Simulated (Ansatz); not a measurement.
A series at Zr: from `[OH][Zr]([OH])([OH])[F]`, ligands are replaced one by one, each step taking up H–F and setting free H₂O; n counts the steps. Ansatz, PBE0-D4/def2-TZVP geometries. Each molecule was computed in one conformer, which needn't be the lowest.

| n | molecule | HOMO energy, ωB97M-V/def2-TZVPP (eV) |
| --- | --- | --- |
| 0 | `[OH][Zr]([OH])([OH])[F]` | -11.39 |
| 1 | `[OH][Zr]([OH])([F])[F]` | -12.06 |
| 2 | `[OH][Zr]([F])([F])[F]` | ? |
| 3 | `[F][Zr]([F])([F])[F]` | -14.72 |

By hand: fit a straight line y = ȳ + b (n − n̄) to the 3 given rows and predict n = 2.

n̄ = 1.333, ȳ = -12.723; Σ(n − n̄)(y − ȳ) = -5.327, Σ(n − n̄)² = 4.667, so b = -1.141 eV a step. Prediction: -12.723 + (-1.141) × (0.667) = -13.48 eV.

By hand: compare with the computed value, -12.74 eV, and give the steps along the whole series.

The line misses by 0.74 eV (computed minus predicted). Steps: -0.67, -0.68, -1.98 eV.

The steps grow at each stage, from -0.67 to -1.98 eV, so the series is curved. The highest orbital can change its character along such a series. The miss is 22.2 % of the series' range.
